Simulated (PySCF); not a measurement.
# `Cc1ccc([SiH3])[p-]1`: 4 charge schemes on one density

Species: C5H8PSi (charge -1).
Z-matrix (Å and degrees, GFN2-xTB geometry), rows numbered from 1:
```
C 
C   1  1.5012
C   2  1.3872  1  123.63
C   3  1.3893  2  113.15  1  -179.93
C   4  1.3918  3  113.73  2    -0.08
Si  5  1.8453  4  124.84  3  -179.91
P   2  1.7497  1  124.29  3   179.94
H   1  1.0898  2  110.50  3   177.63
H   1  1.0951  2  110.98  3    57.41
H   1  1.0954  2  111.08  3   -62.25
H   3  1.0855  2  122.84  1    -0.12
H   4  1.0850  3  123.71  2   179.84
H   6  1.4811  5  115.65  4   115.55
H   6  1.4808  5  110.45  4    -3.29
H   6  1.4797  5  115.49  4  -122.40
```

Density: PBE0/pcSseg-1 (PySCF); schemes: Mulliken, IAO, Hirshfeld and ESP-fitted. Isolated species at its GFN2-xTB geometry, gas phase. The pcSseg-1 basis has no diffuse functions, a weakness for an anion.

What partial charge does each atom carry?

In e; atoms taken as equivalent share a row and are averaged (×n: the atom named and its like, n in all):

```tsv
atom	environment	Mulliken	IAO	Hirshfeld	ESP-fitted
C1	benzylic-type carbon	-0.153	-0.408	-0.142	-0.558
C2	substituted aromatic carbon	-0.556	-0.259	-0.111	+0.314
C3	aromatic CH carbon	-0.082	-0.252	-0.144	-0.312
C4	aromatic CH carbon	-0.073	-0.208	-0.129	-0.466
C5	substituted aromatic carbon	-0.665	-0.573	-0.227	-0.055
Si6	SiH3 silicon	+0.556	+0.587	+0.223	+0.507
P7	phosphorus bonded to 2 C	+0.168	+0.032	-0.187	-0.548
H8/H9/H10	methyl hydrogen	+0.086	+0.121	+0.018	+0.123
H11	aromatic hydrogen	0.000	+0.101	+0.005	+0.130
H12	aromatic hydrogen	+0.017	+0.106	+0.005	+0.182
H13/H14/H15	Si–H hydrogen	-0.157	-0.163	-0.115	-0.187
```

Mean size of the charges over all atoms: ESP-fitted 0.267 e, IAO 0.225 e, Mulliken 0.200 e, Hirshfeld 0.105 e. Each set sums to the total charge, -1, to within 0.001 e. The Hirshfeld scheme weights the molecular density at each point by an atom's share of the summed free-atom densities.

Some averages cover members that differ in this geometry: H8/H9/H10, ESP-fitted +0.103 to +0.158; H13/H14/H15, ESP-fitted -0.203 to -0.177 e.

Lowest charge. The schemes don't all agree: Mulliken C5 (-0.665); IAO C5 (-0.573); Hirshfeld C5 (-0.227); ESP-fitted C1 (-0.558).

Highest charge. All schemes agree: Mulliken Si6 (+0.556); IAO Si6 (+0.587); Hirshfeld Si6 (+0.223); ESP-fitted Si6 (+0.507).

Sum the charges by element, for elements with more than one atom.

```csv
element,atoms,Mulliken,IAO,Hirshfeld,ESP-fitted
C,5,-1.529,-1.700,-0.752,-1.077
H,8,-0.195,+0.081,-0.283,+0.118
```

How closely do the schemes follow one another over all atoms?

Correlation coefficient and root-mean-square difference: IAO with Hirshfeld 0.91, 0.177 e; Mulliken with IAO 0.89, 0.129 e; Hirshfeld with ESP-fitted 0.76, 0.236 e; Mulliken with Hirshfeld 0.74, 0.209 e; IAO with ESP-fitted 0.59, 0.264 e; Mulliken with ESP-fitted 0.20, 0.371 e.

How many electrons does the Hirshfeld scheme count on C4?

Z − q = 6 − (-0.129) = 6.129.

The run behind these numbers computed NMR shieldings as well. Rough CPU time on one thread of a shared machine: about 70 s.
